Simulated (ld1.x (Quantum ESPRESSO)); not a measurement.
## Before and after: TM semilocal potential for zirconium

Zr (Z = 40), norm-conserving Troullier–Martins (semilocal form), made with ld1.x (Quantum ESPRESSO) 7.5 (PBE, scalar-relativistic). Core [Kr], reference 4d2 5s1 5p0 (charge +1). Waves: 5s (bound): rc 3.30 bohr; 4d (bound): rc 2.00 bohr; 5p (bound, empty): rc 3.60 bohr. Local part: the p channel. Core correction: Bessel-smoothed model core inside 1.90 bohr.

Change: wave 5s (bound): rc 3.30 bohr becomes 5s (bound): rc 2.48 bohr.

Cutoffs: the cutoffs (Ry, on a coarse ladder) from which the occupation-weighted sum of valence levels, in a spherical-Bessel basis at the reference potential, stays within 10 and 1 mRy of its value at 400 Ry; they do not see the model core or the augmentation charge, which bear on the density cutoff. Errors are all-electron minus pseudo energies relative to the spin-unpolarised reference configuration.

**Question.** How do hardness, ghosts and transferability respond?

**Answer.** The potential gets neither clearly harder nor softer (30 Ry and 35 Ry → 30 Ry and 35 Ry); the d channel sets the loose cutoff, while the largest relative change is in s, which becomes harder; of the 7 tests that both files solve, the error grows in 0 and shrinks in 2 by more than 15 % and 0.3 meV (median size 44.9 → 39.5 meV); neither file shows a bound ghost. A semilocal file is local in each channel, so a ghost entry of none says nothing of the separable form that plane-wave codes build from it.

| quantity | base | changed |
| --- | --- | --- |
| cutoff, loose | 30 Ry | 30 Ry |
| cutoff, tight | 35 Ry | 35 Ry |
| loose cutoff by channel (10 mRy a level) | s 6 Ry, d 25 Ry | s 8 Ry, d 25 Ry |
| bound ghosts | none | none |
| error for 4d2 5s2 5p0, meV [ΔE -7.14 eV] | -3.4 | -1.1 |
| error for 4d2 5s0 5p0, meV [ΔE 12.94 eV] | -15 | -14 |
| error for 4d1 5s0 5p0, meV [ΔE 35.57 eV] | -245 | -265 |
| error for 4d1 5s2 5p1, meV [ΔE -4.13 eV] | -197 | -173 |
| error for 4d2 5s0 5p1, meV [ΔE 3.72 eV] | -7.7 | -8.1 |
| error for 4d1 5s2 5p0, meV [ΔE 0.53 eV] | -146 | -113 |
| error for 4d3 5s1 5p0, meV [ΔE -5.94 eV] | -45 | -39 |
| s: phases at 3.88 bohr within 0.05 rad from the reference energy up to (Ry; the scan ends near 5) | 0.7 | 0.4 |
| p: phases at 3.88 bohr within 0.05 rad from the reference energy up to (Ry; the scan ends near 5) | 1.1 | 1.1 |
| d: phases at 3.88 bohr within 0.05 rad from the reference energy up to (Ry; the scan ends near 5) | 3.7 | 3.7 |
